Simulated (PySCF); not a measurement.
Cl2Mg, SMILES [Cl][Mg][Cl] (connectivity only; charge and spin as stated), charge -1, multiplicity 2.

The structure is a stationary point at PBE-D3(BJ)/def2-TZVPD. The spin state was assumed, not searched. The isomer is the one that the SMILES or the coordinates give; other isomers of the formula were not compared.

Method: PySCF with PBE-D3(BJ)/def2-TZVPD.

Frequencies are harmonic and unscaled.

```tsv
mode	ν (cm⁻¹)	IR (km/mol)	moving atoms (share of kinetic energy)
1	101	1.7	Cl 73 %, Mg 27 %
2	303	52.0	Cl 53 %, Mg 47 %
3	389	96.6	Mg 69 %, Cl 31 %
```
